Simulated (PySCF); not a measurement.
# Computed spin Hamiltonian

C7H12N (doublet state).
Cartesian coordinates in Å at the GFN2-xTB level; atoms count from 1:
```xyz
20
C7H12N angstrom
C     -2.962    1.076   -0.290
C     -1.623    1.069   -0.472
C     -0.718    0.027   -0.162
C     -1.246   -1.273    0.358
C      0.695    0.198   -0.298
C      1.287    1.311   -0.792
C      1.577   -0.962    0.156
N      3.008   -0.748    0.193
H     -3.546    1.937   -0.565
H     -3.511    0.257    0.138
H     -1.197    1.970   -0.890
H     -0.715   -2.119   -0.072
H     -2.300   -1.384    0.125
H     -1.132   -1.327    1.443
H      0.742    2.168   -1.140
H      2.357    1.393   -0.870
H      1.403   -1.817   -0.506
H      1.276   -1.257    1.166
H      3.234    0.034    0.799
H      3.366   -0.543   -0.734
```

The hyperfine couplings belong to this conformer and change with its torsions.

The species is `C=C[C](C)C(=C)CN` [radical].

Level of theory: UKS B3LYP, pcH-1 on C H N, non-relativistic, mean-field spin-orbit, GIAO (PySCF). One conformer (not necessarily the lowest) at the GFN2-xTB geometry, without solvent, vibrations or thermal averaging. GFN2-xTB frequencies show an imaginary mode (39i cm⁻¹), so this geometry is no minimum at that level. The geometry wasn't refined by DFT: couplings that depend on bond lengths, twists or pyramidal angles can differ widely from those at the functional's own minimum. No stability test was run, so a lower SCF solution isn't excluded. ⟨S²⟩ is 0.787 where a pure state has 0.75.

```json
{"g1, g2, g3": "2.00218, 2.00274, 2.00290", "g_iso": "2.00261", "Form of g": "rhombic: the two nearest values differ by 23 % of g3 − g1", "⟨S²⟩": "0.7872 (exact 0.7500)", "HOMO–LUMO gap, α and β orbitals": "4.79, 4.23 eV", "Total energy": "-328.67587 Eh"}
```

Isotropic coupling and dipolar principal values T1 to T3, in 10⁻⁴ cm⁻¹; ρ(0) is the spin density at the nucleus (1 × 10⁻⁴ cm⁻¹ = 2.998 MHz):

| atom | isotope | a_iso | T1 | T2 | T3 | Mulliken spin population | ρ(0) (bohr⁻³) |
| --- | --- | --- | --- | --- | --- | --- | --- |
| C1 | 13C | 11.9 | -11.1 | -10.6 | 21.7 | 0.44 | 0.0318 |
| C2 | 13C | -12.9 | -7.9 | 3.1 | 4.8 | -0.22 | -0.0343 |
| C3 | 13C | 18.5 | -15.9 | -15.5 | 31.4 | 0.59 | 0.0493 |
| C4 | 13C | -6.5 | -0.4 | 0.1 | 0.2 | -0.05 | -0.0173 |
| C5 | 13C | -13.4 | -8.2 | 3.4 | 4.8 | -0.23 | -0.0358 |
| C6 | 13C | 12.4 | -11.7 | -11.2 | 22.9 | 0.47 | 0.0331 |
| C7 | 13C | 1.6 | -0.3 | 0.0 | 0.3 | 0.01 | 0.0043 |
| N8 | 14N | 0.0 | -0.1 | 0.0 | 0.1 | 0.00 | 0.0001 |
| H9 | 1H | -9.1 | -5.3 | -0.1 | 5.5 | -0.02 | -0.0061 |
| H10 | 1H | -8.7 | -4.6 | -0.4 | 4.9 | -0.02 | -0.0058 |
| H11 | 1H | 3.4 | -1.6 | -0.9 | 2.5 | 0.01 | 0.0023 |
| H12 | 1H | 11.5 | -0.9 | -0.8 | 1.7 | 0.01 | 0.0077 |
| H13 | 1H | 2.9 | -1.0 | -0.4 | 1.4 | 0.00 | 0.0020 |
| H14 | 1H | 23.9 | -1.0 | -0.7 | 1.7 | 0.03 | 0.0161 |
| H15 | 1H | -9.1 | -4.8 | -0.4 | 5.2 | -0.02 | -0.0061 |
| H16 | 1H | -9.6 | -5.8 | 0.0 | 5.8 | -0.02 | -0.0064 |
| H17 | 1H | -4.8 | -0.6 | -0.2 | 0.8 | -0.01 | -0.0032 |
| H18 | 1H | -3.9 | -0.6 | -0.3 | 0.9 | 0.00 | -0.0026 |
| H19 | 1H | 0.2 | -0.4 | -0.3 | 0.8 | 0.00 | 0.0001 |
| H20 | 1H | 0.1 | -0.5 | -0.4 | 0.8 | 0.00 | 0.0000 |

The Mulliken spin populations are largest on C3 (+0.59), C6 (+0.47), C1 (+0.44) and C5 (-0.23). Three atoms exceed +0.15. The positive populations add up to 1.58 and the negative ones to -0.58, together 2S = 1. The angles at C3 add up to 360.0°, so it is planar.

The SMILES `C=C[C](C)C(=C)CN` draws the unpaired electron on C3, whose computed spin population is only +0.59.

Axes: g2 points within 1° of the C5–C6 bond.

Under fast tumbling the dipolar parts average out, and these isotropic splittings remain (the largest six): 3 × 1H (H12/H13/H14, I = 1/2, 4 lines) with 1.37 mT, 1 × 1H (H16, I = 1/2, 2 lines) with 1.03 mT, 1 × 1H (H9, I = 1/2, 2 lines) with 0.97 mT, 1 × 1H (H15, I = 1/2, 2 lines) with 0.97 mT, 1 × 1H (H10, I = 1/2, 2 lines) with 0.93 mT and 2 × 1H (H17/H18, I = 1/2, 3 lines) with 0.47 mT.

Nuclei that the bonding pattern makes equivalent are averaged, as if the motion that swaps them (rotation, inversion, ring flip) were fast. The three 1H nuclei of mean +38.3 MHz run from 8.8 to 71.8 MHz in the frozen geometry.

The 13C coupling of C3 (55.4 MHz) shows only in satellite lines or after enrichment, since that isotope makes up about 1.07 % of natural carbon.

Examples of negative spin density at the nucleus (bohr⁻³): C5 (-0.0358), C2 (-0.0343) and C4 (-0.0173).

Time: 1.9 min (with the writing of density and orbital grids); peak memory 0.97 GiB. Hardware: one thread, Arm Neoverse V1 (aarch64) (shared host).
